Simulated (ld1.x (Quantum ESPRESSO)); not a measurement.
PBE TM dataset for rubidium, fully relativistic all-electron reference.

| Item | Value |
| --- | --- |
| Element | rubidium |
| Generator | ld1.x (Quantum ESPRESSO) 7.5 |
| Type | norm-conserving Troullier–Martins (Kleinman–Bylander form) |
| Functional | PBE |
| Relativity | fully relativistic |
| Frozen core | [Ar] 3d10 |
| Valence charge | 9 |
| Reference configuration | 4s2 4p6 4d0 5s0.5 5p0.5 |
| Partial waves | 4s (bound): rc 1.08 bohr; 4p (bound): rc 1.64 bohr; 4d (bound, empty): rc 3.14 bohr |
| Local potential | all-electron potential smoothed inside 1.34 bohr (lloc = -2) |
| Core correction | a·sin(br)/r model core, default radius (core density twice the valence density) |

Open shells are filled in proportion to 2j + 1 (rel_dist='average').

Occupied shells without a wave of their own: 5p, 5s. They enter only through the test configuration that unscreens the potential, and ld1.x also counts them in the model core charge.

Poles of the logarithmic derivatives, all-electron (AE) and pseudo (PS). s: poles at -2.4, 1.8 (AE) and -2.4, 1.7 (PS) Ry. p1/2: poles at -1.2, 2.6 (AE) and -1.2, 2.5 (PS) Ry. p3/2: poles at -1.1, 2.7 (AE) and -1.1, 2.6 (PS) Ry. d3/2: poles at 0.7, 4.3 (AE) and 0.7, 4.5 (PS) Ry. d5/2: poles at 0.7, 4.3 (AE) and 0.7, 4.5 (PS) Ry. Test radius 3.39 bohr.

- Largest excitation error: -180 meV (all-electron minus pseudo) for 4s2 4p6 4d0 5s0 5p0, out of 7 test configurations

A Bessel basis up to 400 Ry misses an occupied level by 0.04 Ry, so cutoffs and ghosts were not judged. ld1.x takes every shell without a wave as core, so the model core holds the 5p, 5s electrons as well and exchange and correlation see them twice. This cancels in the reference configuration, but the file is broken for other ones, and its errors say nothing about a proper core correction.
